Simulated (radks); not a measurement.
Values are calculated unless marked as measured or tabulated.
Task: Ionisation ladder of strontium, from Sr to Sr2+. Each ion is in the ground configuration listed by NIST, and IE = E(next ion) - E(this ion). Code: a radial shooting solver on a logarithmic mesh with Libxc functionals. Model: Dirac Kohn-Sham, PBE, spin-unpolarised, spherical densities, finite nucleus; open shells fill j = l - 1/2 first; Fermi nuclear charge, rms radius 4.224 fm.

species  configuration  IE, Delta-SCF (eV)  <r> HOMO (bohr)
Sr            [Kr] 5s2                   ?             4.33
Sr+           [Kr] 5s1              11.005             3.90
Sr2+              [Kr]              42.849             1.56

Estimate the withheld Delta-SCF values.

Result: Sr: 5.885 eV (NIST 5.695).

Beside tabulated values, note that spin-unpolarised runs miss the spin-polarisation part of the exchange energy of open shells.
